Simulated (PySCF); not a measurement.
H$_{8}$N$_{2}$Si$_{2}$, singlet, at the geometry of the source list. Base run: PBE0/6-31G*, polarisability (PySCF).

Input for PySCF:
```python
from pyscf import gto, scf, dft
from pyscf.prop import polarizability

mol = gto.M(
    atom='''
Si    1.120500   -0.476300   -0.603700
N     1.683200    0.902700    0.281100
Si   -1.058200   -0.873400    0.047500
N    -1.989400    0.483400    0.587700
H     2.083700   -1.512700   -0.218100
H     1.283000   -0.308700   -2.065700
H     1.196400    1.779800    0.174000
H     2.672800    1.080500    0.325500
H    -1.874700   -1.398500   -1.051700
H    -1.148400   -1.800800    1.181500
H    -2.273100    1.174000   -0.089500
H    -1.695800    0.950100    1.431400
''',
    basis='6-31g*',
    charge=0,
    spin=0,
    verbose=4,
)

mf = dft.RKS(mol)
mf.xc = 'pbe0'
mf.kernel()
alpha = mf.Polarizability().polarizability()[2, 2]
print('alpha_zz =', alpha)
```

Variants of this job, named by their change:

```json
[
 {"change": "base", "alpha_zz (bohr³)": "52.91", "basis functions": "80", "core-seconds (rough)": "30"},
 {"change": "basis = 6-31G", "alpha_zz (bohr³)": "53.27", "basis functions": "60", "core-seconds (rough)": "20"},
 {"change": "basis = STO-3G", "alpha_zz (bohr³)": "___", "basis functions": "___", "core-seconds (rough)": "10"},
 {"change": "functional = pbe", "alpha_zz (bohr³)": "54.25", "basis functions": "80", "core-seconds (rough)": "30"},
 {"change": "finite field (a.u.) = 0.02; conv_tol = 1e-11", "alpha_zz (bohr³)": "52.96", "basis functions": "80", "core-seconds (rough)": "30"},
 {"change": "finite field (a.u.) = 0.001; conv_tol = 1e-6", "alpha_zz (bohr³)": "52.91", "basis functions": "80", "core-seconds (rough)": "20"},
 {"change": "basis = cc-pVDZ", "alpha_zz (bohr³)": "58.65", "basis functions": "104", "core-seconds (rough)": "50"},
 {"change": "functional = hf", "alpha_zz (bohr³)": "49.66", "basis functions": "80", "core-seconds (rough)": "6"},
 {"change": "finite field (a.u.) = 0.05; conv_tol = 1e-11", "alpha_zz (bohr³)": "53.22", "basis functions": "80", "core-seconds (rough)": "30"},
 {"change": "functional = camb3lyp", "alpha_zz (bohr³)": "___", "basis functions": "80", "core-seconds (rough)": "80"},
 {"change": "finite field (a.u.) = 0.001; conv_tol = 1e-11", "alpha_zz (bohr³)": "52.91", "basis functions": "80", "core-seconds (rough)": "30"},
 {"change": "basis = def2-SVP", "alpha_zz (bohr³)": "58.07", "basis functions": "104", "core-seconds (rough)": "30"}
]
```

Question: What belongs in the gaps?

Answer: 
- basis = STO-3G, alpha_zz (bohr³): 27.25
- basis = STO-3G, basis functions: 36
- functional = camb3lyp, alpha_zz (bohr³): 51.96

Finite-field rows take the second difference of the energy in a field along z; a small field with loose convergence shows SCF noise divided by the square of the field, and a large one adds hyperpolarisability.
